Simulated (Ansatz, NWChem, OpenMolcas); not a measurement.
# CH5FOSi (SMILES C[SiH](O)F): methods side by side

The species is CH5FOSi (9 atoms), meant as a singlet with charge 0. SMILES: `C[SiH](O)F`. The shape is that of a PBE0-D4/def2-TZVP optimisation. This is one conformer, not always the lowest.

Each level gives the HOMO–LUMO gap (eV). The values are calculated.

```json
{"level": "SVWN5/def2-SVP", "kind": "LDA", "program": "Ansatz", "value (eV)": "7.58", "CPU time": "3.8 s"}
{"level": "PBE/def2-SVP", "kind": "GGA", "program": "Ansatz", "value (eV)": "7.63", "CPU time": "5.8 s"}
{"level": "M06-L/def2-SVP", "kind": "meta-GGA", "program": "OpenMolcas", "value (eV)": "8.76", "CPU time": "29 s"}
{"level": "r2SCAN/def2-SVP", "kind": "meta-GGA", "program": "OpenMolcas", "value (eV)": "8.79", "CPU time": "31 s"}
{"level": "B3LYP/def2-SVP", "kind": "global hybrid", "program": "Ansatz", "value (eV)": "9.47", "CPU time": "7.2 s"}
{"level": "PBE0/def2-SVP", "kind": "global hybrid", "program": "NWChem", "value (eV)": "10.13", "CPU time": "19 s"}
{"level": "CAM-B3LYP/def2-SVP", "kind": "range-separated hybrid", "program": "Ansatz", "value (eV)": "12.37", "CPU time": "7.6 s"}
{"level": "B2PLYP/def2-SVP", "kind": "double hybrid", "program": "OpenMolcas", "value (eV)": "12.52", "CPU time": "15 s"}
```

The values span 7.58 to 12.52 eV. Orbital gaps aren't excitation energies, and those of double hybrids come from the SCF part alone; they tend to grow with the share of exact exchange. Times are those of the runs behind each value, whatever else they computed, on shared processors of several kinds: orders of magnitude only.
